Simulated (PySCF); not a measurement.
SMILES [GeH3][CH2][SiH2]C(=O)OC (C₃H₁₀GeO₂Si), GFN2-xTB optimised geometry.

```
17

C      2.87     1.63     0.00
O      2.22     0.36     0.00
C      0.89     0.36     0.00
O      0.23     1.38     0.00
Si     0.15    -1.40    -0.03
C     -1.64    -1.15     0.54
Ge    -2.43     0.61     0.06
H      3.93     1.43    -0.11
H      2.67     2.16     0.93
H      2.50     2.24    -0.83
H      0.96    -2.24     0.85
H      0.24    -1.86    -1.42
H     -1.70    -1.25     1.63
H     -2.27    -1.93     0.13
H     -2.14     1.04    -1.34
H     -2.17     1.70     1.04
H     -3.93     0.39     0.10
```

Density from CAM-B3LYP/def2-SVP (PySCF 2.14.0) at that geometry.

Minimum of the electron density along straight lines between bonded atoms, close to the bond critical point (lines longer than 1.1 times the sum of covalent radii, or with two minima, are not listed):

```json
[
 {"bond": "C1–O2", "length / Å": "1.427", "ρ at the minimum / e bohr⁻³": "0.243", "∇²ρ there / e bohr⁻⁵": "-0.33", "position (fraction from the first atom)": "0.34"},
 {"bond": "O2–C3", "length / Å": "1.329", "ρ at the minimum / e bohr⁻³": "0.308", "∇²ρ there / e bohr⁻⁵": "-0.23", "position (fraction from the first atom)": "0.67"},
 {"bond": "C3–O4", "length / Å": "1.212", "ρ at the minimum / e bohr⁻³": "0.410", "∇²ρ there / e bohr⁻⁵": "0.26", "position (fraction from the first atom)": "0.33"},
 {"bond": "C3–Si5", "length / Å": "1.916", "ρ at the minimum / e bohr⁻³": "0.109", "∇²ρ there / e bohr⁻⁵": "0.34", "position (fraction from the first atom)": "0.62"},
 {"bond": "Si5–C6", "length / Å": "1.888", "ρ at the minimum / e bohr⁻³": "0.114", "∇²ρ there / e bohr⁻⁵": "0.32", "position (fraction from the first atom)": "0.38"},
 {"bond": "C6–Ge7", "length / Å": "1.990", "ρ at the minimum / e bohr⁻³": "0.119", "∇²ρ there / e bohr⁻⁵": "0.05", "position (fraction from the first atom)": "0.53"},
 {"bond": "C1–H8", "length / Å": "1.087", "ρ at the minimum / e bohr⁻³": "0.286", "∇²ρ there / e bohr⁻⁵": "-1.13", "position (fraction from the first atom)": "0.65"},
 {"bond": "C1–H9", "length / Å": "1.092", "ρ at the minimum / e bohr⁻³": "0.283", "∇²ρ there / e bohr⁻⁵": "-1.10", "position (fraction from the first atom)": "0.65"},
 {"bond": "C1–H10", "length / Å": "1.092", "ρ at the minimum / e bohr⁻³": "0.283", "∇²ρ there / e bohr⁻⁵": "-1.11", "position (fraction from the first atom)": "0.65"},
 {"bond": "Si5–H11", "length / Å": "1.465", "ρ at the minimum / e bohr⁻³": "0.118", "∇²ρ there / e bohr⁻⁵": "0.33", "position (fraction from the first atom)": "0.49"},
 {"bond": "Si5–H12", "length / Å": "1.467", "ρ at the minimum / e bohr⁻³": "0.117", "∇²ρ there / e bohr⁻⁵": "0.33", "position (fraction from the first atom)": "0.49"},
 {"bond": "C6–H13", "length / Å": "1.091", "ρ at the minimum / e bohr⁻³": "0.268", "∇²ρ there / e bohr⁻⁵": "-0.95", "position (fraction from the first atom)": "0.63"},
 {"bond": "C6–H14", "length / Å": "1.090", "ρ at the minimum / e bohr⁻³": "0.269", "∇²ρ there / e bohr⁻⁵": "-0.95", "position (fraction from the first atom)": "0.63"},
 {"bond": "Ge7–H15", "length / Å": "1.490", "ρ at the minimum / e bohr⁻³": "0.144", "∇²ρ there / e bohr⁻⁵": "0.09", "position (fraction from the first atom)": "0.59"},
 {"bond": "Ge7–H16", "length / Å": "1.487", "ρ at the minimum / e bohr⁻³": "0.145", "∇²ρ there / e bohr⁻⁵": "0.09", "position (fraction from the first atom)": "0.59"},
 {"bond": "Ge7–H17", "length / Å": "1.516", "ρ at the minimum / e bohr⁻³": "0.137", "∇²ρ there / e bohr⁻⁵": "0.08", "position (fraction from the first atom)": "0.59"}
]
```
